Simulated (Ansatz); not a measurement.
`C[SiH2]OB[SiH3]` + H–F → `FB[SiH3]` + `C[SiH2]O` at 400 K and 1 bar (ligand exchange at a B–O bond).

Gas-phase electronic energies from Ansatz, PBE0-D4/def2-TZVP geometries. CCSD(T)/CBS adds triple-zeta CCSD(T) − MP2 to the extrapolated MP2 energy (def2 sets, frozen cores). This one scheme is used for every species. One conformer a species, not always the lowest.

```
          species  CCSD(T)/CBS energy (Eh)  H − E (kJ/mol)  S (J/(mol·K))
`C[SiH2]OB[SiH3]`               -721.66573           293.8          441.6
              H–F               -100.39570            36.5          182.2
       `FB[SiH3]`               -416.08982           126.4          321.1
       `C[SiH2]O`               -405.96945           203.1          323.7
```

H − E and S are ideal-gas, rigid-rotor, harmonic terms from PBE0-D4/def2-TZVP, for one conformer and one mirror image of each species. 1 Eh = 2625.50 kJ/mol, R = 8.31446 J/(mol·K).

Task: By hand: ΔE, ΔH, ΔS and ΔG.

Result: ΔE = (-416.08982) + (-405.96945) − (-721.66573) − (-100.39570) = 0.00216 Eh = 5.7 kJ/mol. Δ(H − E) = 126.4 + 203.1 − 293.8 − 36.5 = -0.8, so ΔH = 4.9 kJ/mol. ΔS = 321.1 + 323.7 − 441.6 − 182.2 = 21.0 J/(mol·K). ΔG = 4.9 − 400 × (21.0)/1000 = -3.5 kJ/mol.

Task: By hand: the equilibrium constant, and the temperature at which ΔG would vanish if ΔH and ΔS stayed fixed.

Result: log₁₀ K = −ΔG/(RT ln 10) = 0.5. ΔG = 0 at ΔH/ΔS = 233 K, though so small a ΔH makes that figure unsure.

TΔS isn't small against ΔH here. The sign of ΔG lies within the doubt. A doubt of 5 kJ/mol in ΔE shifts log₁₀ K by 0.7 here. Other conformers and mirror images would add mixing entropy, several J/(mol·K) or more a flexible species. Modes under 60 cm⁻¹, often nearly free rotors, make the harmonic entropy too high. These are equilibria of isolated gas molecules and say nothing of rates. Largest T1 diagnostic: 0.014 (customary marks: 0.02 for closed shells, 0.045 for open ones).
